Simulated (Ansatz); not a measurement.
Ansatz results at the PBE0-D4/def2-TZVP geometry: HOMO–LUMO gap (B3LYP/def2-TZVPP) 5.54 eV; HOMO–LUMO gap (PBE0/def2-TZVPP) 6.01 eV; ideal-gas entropy at 298 K and 1 bar (rigid rotor, harmonic PBE0-D4/def2-TZVP) 363 J/(mol·K).

Each molecule was computed in one conformer, which needn't be the lowest.

(1) Which molecule gave them?
A. `[NH]=[Nb]([NH2])([OH])[F]`
B. `[NH2][Nb](=[O])([OH])[F]`
C. `[NH]=[Nb]([Cl])([Cl])[Cl]`
D. `[F][Nb]([F])([F])([F])[F]`

Results:

(1) C. The others give `[F][Nb]([F])([F])([F])[F]`: 8.39, 8.96, 346; `[NH2][Nb](=[O])([OH])[F]`: 6.63, 7.13, 349; `[NH]=[Nb]([NH2])([OH])[F]`: 6.65, 7.15, 354.

B3LYP here is the variant with VWN-RPA as its local correlation; programs differ in this.
